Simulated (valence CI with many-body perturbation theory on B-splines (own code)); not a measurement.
Os25+: what each term of the Hamiltonian does

Computed by valence CI with perturbative core correlation (CI+MBPT): five valence electrons over a frozen Dirac-Fock core [Kr] 4d10, a basis of 7 s, 7 p, 7 d, 7 f, 4 g, 2 h functions for each j, with the one-electron correlation potential Σ1, the two-electron term Σ2, the three-electron term Σ3, Breit, model QED; selected CI, second order for the rest, scaled by the run's own slope (own B-spline code, finite nucleus).

No measured spectrum was set against this ion. As an estimate, terms of the open shell hold to a few per cent of their energy, and close levels can change places. Core correlation moves these levels by up to 4300 cm⁻¹, and in measured spectra 5 to 20 % of such shifts remained as error; rates that hang on mixing are uncertain with them. Among the levels kept, up to 800 cm⁻¹ of a level comes from second order outside the variational space, and about a tenth of that is noise between levels of different J, which matters for small intervals. Only levels of the ground parity were solved; by the run's estimate the other parity begins above the list, which can be wrong where configurations are misplaced.

Each rung adds one term. CI alone is the Dirac-Coulomb CI over the frozen core; QED comes last and gives the full result, which names the levels. Energies are above 4f⁵ ⁶H°_5/2 on the same rung, in cm⁻¹.

Names give the largest LS component (configuration and term), which can be under half, so a name can repeat, a term be missing and a line seem to break the LS rules; names also repeat where a configuration has a term twice. Letters in brackets count levels of one name in rising energy.

| Level | CI alone | + Σ1 | + Σ2 | + Σ3 | + Breit | Full |
| --- | --- | --- | --- | --- | --- | --- |
| 4f⁵ ⁶H°_7/2 | 12692 | 13120 | 14125 | 14239 | 13056 | 13147 |
| 4f⁵ ⁶H°_9/2 | 23999 | 24723 | 26320 | 26450 | 24271 | 24419 |
| 4f⁵ ⁶F°_5/2 [a] | 26692 | 27025 | 27316 | 27235 | 26496 | 26557 |
| 4f⁵ ⁶F°_3/2 | 27272 | 27712 | 28112 | 28171 | 27241 | 27326 |
| 4f⁵ ⁶F°_1/2 | 28870 | 29423 | 29841 | 29877 | 28694 | 28800 |
| 4f⁵ ⁶H°_11/2 | 33547 | 34430 | 36290 | 36373 | 33436 | 33613 |
| 4f⁵ ⁶F°_7/2 | 37873 | 38580 | 39468 | 39628 | 37820 | 37956 |
| 4f⁵ ⁶H°_13/2 | 41434 | 42382 | 44294 | 44253 | 40738 | 40921 |
| 4f⁵ ⁶H°_15/2 | 46044 | 46799 | 48158 | 47787 | 44294 | 44427 |
| 4f⁵ ⁶F°_9/2 | 48724 | 49669 | 50658 | 50964 | 48323 | 48501 |
| 4f⁵ ⁶F°_5/2 [b] | 53169 | 53978 | 55314 | 55154 | 53558 | 53704 |
| 4f⁵ ⁴M°_15/2 | 59535 | 60352 | 61650 | 61446 | 57872 | 58025 |
| 4f⁵ ⁶F°_11/2 | 58765 | 59864 | 60873 | 61212 | 57887 | 58094 |
| 4f⁵ ⁴F°_3/2 | 59934 | 60819 | 63003 | 63065 | 61388 | 61546 |
| 4f⁵ ⁴I°_9/2 | 65266 | 66022 | 67222 | 66787 | 64852 | 64980 |
| 4f⁵ ⁴L°_13/2 | 67128 | 67914 | 68188 | 67944 | 65051 | 65188 |
| 4f⁵ ⁴K°_11/2 | 66750 | 67541 | 68360 | 68155 | 65743 | 65881 |
| 4f⁵ ⁴P°_5/2 | 69596 | 70314 | 70102 | 70093 | 68817 | 68936 |
| 4f⁵ ⁴G°_7/2 [a] | 69416 | 70475 | 72520 | 72417 | 69994 | 70184 |
| 4f⁵ ⁴M°_17/2 | 75498 | 76473 | 77566 | 77404 | 73112 | 73285 |
| 4f⁵ ²P°_1/2 | 76276 | 77035 | 78774 | 77948 | 76711 | 76836 |
| 4f⁵ ⁶P°_3/2 | 81290 | 82171 | 80939 | 81432 | 79764 | 79909 |
| 4f⁵ ⁴L°_15/2 | 83980 | 85179 | 86407 | 86220 | 82070 | 82275 |
| 4f⁵ ⁴G°_9/2 | 82224 | 83352 | 85118 | 85006 | 82088 | 82282 |
| 4f⁵ ⁴M°_19/2 | 86903 | 88060 | 89219 | 89137 | 83676 | 83881 |
| 4f⁵ ⁴F°_5/2 | 84204 | 85492 | 87946 | 88019 | 85409 | 85637 |
| 4f⁵ ⁴H°_7/2 | 88485 | 89317 | 89038 | 88840 | 87100 | 87232 |
| 4f⁵ ⁴H°_11/2 | 89286 | 90350 | 91054 | 90915 | 87741 | 87922 |
| 4f⁵ ⁴K°_13/2 | 89593 | 90814 | 92165 | 91846 | 88134 | 88348 |
| 4f⁵ ²K°_15/2 | 89677 | 90939 | 93034 | 92478 | 88133 | 88370 |
| 4f⁵ ²G°_9/2 | 90316 | 91249 | 91009 | 90808 | 88624 | 88771 |

Q: How does the ionisation energy move along the ladder, and which term matters most?

A: CI alone 777.97, + Σ1 781.27, + Σ2 792.33, + Σ3 792.37, + Breit 792.24, + QED 792.30 eV. The largest step is Σ2, 11.06 eV. NIST lists 820 ± 40 eV (theoretical).
